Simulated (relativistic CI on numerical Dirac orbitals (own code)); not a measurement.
Method of calculation: Dirac-Coulomb-Breit CI, KLI orbitals optimised for each configuration, model QED, unscaled Slater integrals (own radial code, finite nucleus).

The strongest absorption lines from the ground level of an ion, among the configurations computed and to levels below about 1660 eV (vacuum wavelength in nm, gf): 1.0560 (0.7), 1.1077 (1.6), 1.1153 (7.5e-05), 1.1921 (0.12), 1.2625 (0.25), 5.0932 (1.2), 6.5811 (0.27), 8.2826 (0.00014).

Q: Which ion is it?
A. Sb33+
B. Sb31+
C. Xe36+
D. Rh27+

A: A. Sb33+ has 18 electrons and the ground level 3s²3p⁶ ¹S0; the strongest line goes to 3s²3p⁵4d ¹P°1. The pattern of lines fixes the number of electrons, and along that sequence the line energies rise steadily with the charge (about as its square where n changes within one kind of shell, about linearly where n is kept but much faster in heavy ions where fine structure, which grows about as Z⁴, sets the gap, and irregularly where shells cross), which fixes Z. Configurations outside the model, such as inner-shell arrays, can give stronger lines. At this charge energies of transitions that change n are usually good to better than 1 %, and those within a shell (Δn = 0) to a few per cent.

LS names give the leading component of a level, which can be under half, so a name can repeat, a term be missing and a line seem to break the LS rules.
